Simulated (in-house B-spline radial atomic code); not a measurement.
## RPA and G0W0 on BHandHLYP: Te⁴⁺

Configuration [Kr] 4d10 5s2, mean-field start BHandHLYP. Computed with an all-electron radial atomic-structure program (B-spline basis): all electrons, non-relativistic, point nucleus, each spin shell either full or empty, empty states to l = 9 with an (l + 1/2)⁻⁴ tail; G0W0 by contour deformation at full frequency.

Without relativity these are model numbers: it shifts the levels of so heavy an element strongly and can reorder them.

Command:
```bash
python run_gw.py task.json out
```
Settings (radii: box in bohr, nucleus in fm):
```
Z                        52
electrons                48
configuration            [Kr] 4d10 5s2
hamiltonian              nr
method                   bhandhlyp
lmax                     9
spin_polarised           False
box_radius               11.96
intervals                52
ion_configuration        [Kr] 4d10 5s1
```

Cost of the run: 9.2 s on 1 thread of Arm Neoverse N1, on a shared host.

Energies (hartree):

```
                                     term        value
                         mean-field total  -6611.03782
Hartree-Fock functional on these orbitals  -6608.51810
                      direct second order      -4.0929
                    second-order exchange       1.1229
                         SOSEX correction       1.0501
```

(1) What is the RPA correlation energy, and what remains with SOSEX?

Quasi-particle levels (eV):

```csv
level,occupied,mean field,Σx - vxc,Σc,QP weight,G0W0
5s,yes,-53.49,-0.98,?,?,?
4d,yes,-92.59,-5.17,0.65,0.939,-97.12
5p,no,-38.90,3.39,-1.50,0.964,-37.02
```

G0W0 = mean field + (Σx - vxc) + Σc, with Σc (partial-wave tail included) taken at the quasi-particle energy. Only the outer levels were computed. Levels of low weight are left out.

(2) Where does G0W0 put 5s?

(3) What does it cost to remove one electron (to [Kr] 4d10 5s1) by differences of total energies, each species on its own start (correlation terms add to the Hartree-Fock functional)?

## Answers

(1) RPA gives -3.6328 hartree (-2.06 eV per electron); RPA + SOSEX gives -2.5827, and the second-order doubles -2.97 hartree (no singles). RPA lacks exchange-type terms and so overcorrelates at short range.

(2) At -56.77 eV, with Σc = -2.30 eV and a quasi-particle weight of 0.964. The tabulated removal energy is 59.3 ± 0.9 eV (NIST, measured); the calculation leaves out relativity, Breit and QED terms, and what these don't explain is the method's own error.

(3) BHandHLYP 56.20 eV, Hartree-Fock functional 54.28 eV, + RPA 56.61 eV, + RPA + SOSEX 56.10 eV, + second order 57.21 eV. Tabulated: 59.3 ± 0.9 eV (NIST, measured); the calculation leaves out relativity, Breit and QED terms, and what these don't explain is the method's own error.
